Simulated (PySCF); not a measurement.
## Stationary points of Mg₂S₂

Level of theory: PBE0/[Mg def2-TZVP, S def2-TZVP], no relativity, density fitting, PySCF.

Relaxations began from a few typed shapes. The search is not exhaustive: other isomers or separated fragments can lie lower, and high-lying points may rest on an excited occupation.

```csv
spin,group,bonds,angles,imaginary modes (cm⁻¹),ΔE (kJ/mol),ΔE with ZPE (kJ/mol)
singlet,D2h,Mg–S 2.307 Å (×4),"Mg–S–Mg 69.1° (×2), S–Mg–S 110.9° (×2)",none,0.0,0.0
"singlet (closed shell, unstable to spin polarisation)",C2v,"Mg–S 2.460 Å (×4), S–S 2.155 Å","Mg–S–Mg 66.0° (×2), Mg–S–S 64.0° (×4), S–Mg–S 52.0° (×2)",none,215.2,212.8
```

The lowest minimum found is the singlet D2h: Mg–S 2.307 Å (×4); Mg–S–Mg 69.1° (×2), S–Mg–S 110.9° (×2).
